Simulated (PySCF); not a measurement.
Coordinates in bohr (charge 0 multiplicity 1):
```
Ce    0.0000    0.0000    0.0000
S     0.0000    0.0000    4.4049
S     0.0000    0.0000   -4.4049
```

Method: PBE0/[Ce def2-SVP with ECP28, S def2-SVP], scalar-relativistic core potentials, density fitting, no spin–orbit coupling, PySCF.

This geometry of CeS2 is a stationary point at this level.

Question: What is the point group?

Answer: D∞h.

Question: Is it a minimum?

Answer: No: it has 2 imaginary modes (one degenerate set), at 63i cm⁻¹ (πu).

Question: List the harmonic modes with their infrared intensities.

Answer: 
```tsv
symmetry	ω (cm⁻¹)	IR (km/mol, summed over degenerate members)	type
πu	63i	–	bend
σg+	438	0.0	stretch
σu+	483	258	stretch
```

Question: What are the dipole moment and the gap between the highest occupied and lowest empty levels?

Answer: 0.00 D and 3.63 eV.

Question: Give the atomic charges and bond orders.

Answer: 
```
atom  Mulliken  Löwdin  polar tensor  Mayer order to Ce1
 Ce1      0.69    0.13          2.07                   –
S2,3     -0.35   -0.06         -1.03                2.26
```

In D∞h the vibrations span πu + σg+ + σu+. The σg+ mode carries no infrared intensity, as symmetry demands. With a centre of inversion only u modes can be infrared active and only g modes Raman active.

Stability towards spin polarisation was not tested. Only a few start shapes were tried, so a lower isomer may exist. At this level a singlet minimum of C2v symmetry lies 10 kJ/mol below this structure.
